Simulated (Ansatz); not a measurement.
Ansatz results at the PBE0-D4/def2-TZVP geometry: HOMO energy (PBE/def2-TZVPP) -7.57 eV; HOMO–LUMO gap (PBE/def2-TZVPP) 6.33 eV; HOMO energy (PBE0/def2-TZVPP) -8.98 eV.

Each molecule was computed in one conformer, which needn't be the lowest.

Problem. Which molecule gave them?
A. `CN(C)[SiH](N)F`
B. `C=C[Si](C)(N)O`
C. `C[Si](C)(C)N`
D. `O=C=N[SiH](N=C=O)N=C=O`

Solution. D. The others give `C=C[Si](C)(N)O`: -5.85, 4.69, -7.22; `C[Si](C)(C)N`: -5.54, 5.58, -6.95; `CN(C)[SiH](N)F`: -5.35, 5.55, -6.67.
